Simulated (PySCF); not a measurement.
# How methods differ on the ionisation energy of Ar⁺

Ar⁺ [Ne] 3s2 3p5 (2P) → Ar²⁺ [Ne] 3s2 3p4 (3P), as a difference of total energies. All numbers are calculated (PySCF 2.14, the spin-free X2C one-electron Hamiltonian (Gaussian nucleus), in x2c-TZVPPall with one added diffuse shell each of s, p, d type (6s6p4d1f, 51 functions)). Correlated levels: valence and next inner shell: 1s2 frozen. The calculations carry no spin-orbit coupling.

```
                                method  ionisation energy (eV)
                                   UHF                  26.350
    MP2 (valence and next inner shell)                  27.349
SCS-MP2 (valence and next inner shell)                  27.336
   CCSD (valence and next inner shell)                  27.305
CCSD(T) (valence and next inner shell)                  27.340
```

Question: How much does correlation contribute at CCSD(T) (valence and next inner shell)?

Answer: 27.340 − (26.350) = 0.990 eV, measured against UHF.

A first-order spin-orbit estimate (lowest level to lowest level, LS coupling) adds -0.007 eV.

Errors of the correlated levels include the incompleteness of this basis and the frozen core.

For comparison: 27.630 eV (measured; NIST Atomic Spectra Database, ionization energies).
